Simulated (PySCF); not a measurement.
A geometry optimisation on W(NMe)2(OH)2 (`C[N]=[W]([OH])([OH])=[N]C`).

Computed with PBE0-D3(BJ)/def2-SVP geometry optimisation, gas phase, def2 core potentials past Kr (PySCF 2.14.0). Start geometry: GFN2-xTB. A driver script takes a list of jobs; this job's settings line and coordinates (Å) are shown.

Input:
```
{"job": {"xc": "PBE0", "basis": "def2-SVP", "d3": "d3bj", "grid": 1, "maxiter": 30, "shake": 0.03, "kind": "geom"}, "charge": 0, "multiplicity": 1}
W     -0.815120    -0.209360    -0.598860
N     -0.902120    -0.027800     1.169200
C     -0.617070     0.156720     2.522200
H     -0.182030     1.214220     2.738120
H     -1.415570    -0.109000     3.164010
H      0.279860    -0.459040     2.828720
N      0.830070     0.001220    -1.222230
C      2.260430     0.105460    -1.384360
H      2.510920    -0.058880    -2.354480
H      2.574180     1.069690    -1.031700
H      2.687190    -0.676250    -0.722660
O     -1.862820     1.359850    -1.326560
H     -1.887070     2.197800    -1.892990
O     -1.635340    -1.862160    -1.065440
H     -1.858260    -2.778570    -0.778960
```

Question: Give the output.

Answer: 
```
step   0  E = -407.51786346  max force = 0.075912
step   1  E = -407.54408043  max force = 0.032384
step   2  E = -407.54909918  max force = 0.020106
step   3  E = -407.55073834  max force = 0.004833
step   4  E = -407.55158544  max force = 0.008069
step   5  E = -407.55217722  max force = 0.006703
step   6  E = -407.55253954  max force = 0.003879
step   7  E = -407.55268455  max force = 0.001639
step   8  E = -407.55283251  max force = 0.002645
step   9  E = -407.55313714  max force = 0.005346
... (6 lines left out)
step  16  E = -407.55362617  max force = 0.000557
step  17  E = -407.55363853  max force = 0.001079
step  18  E = -407.55366807  max force = 0.001468
step  19  E = -407.55374041  max force = 0.001630
step  20  E = -407.55384589  max force = 0.001032
step  21  E = -407.55391947  max force = 0.000669
step  22  E = -407.55395881  max force = 0.000797
step  23  E = -407.55398487  max force = 0.000850
step  24  E = -407.55399689  max force = 0.000461
step  25  E = -407.55400011  max force = 0.000379
optimisation converged
```

Energies in Eh; «max force» is the largest Cartesian gradient component in Eh/bohr.

Question: Give the first gradient maximum in eV/Å.

Answer: With 1 Eh/bohr = 51.422 eV/Å, 3.904 eV/Å.

Question: How much energy does the optimisation release, in kcal/mol?

Answer: E(step 0) − E(last step) = 0.036137 Eh, which is 22.7 kcal/mol.

In short: final energy -407.55400 Eh after 25 steps; dipole 1.55 D.

Question: Estimate the wall time. Hardware: an Intel Xeon at 2.60 GHz with one thread, shared host with 128 logical CPUs at a one-minute load of 16. And the peak memory of the process?

Answer: About 6.0 min, with 0.62 GiB resident at the peak, the Python interpreter and its libraries included.
Labels such as C1 count atoms from 1, the log's own numbers from 0.
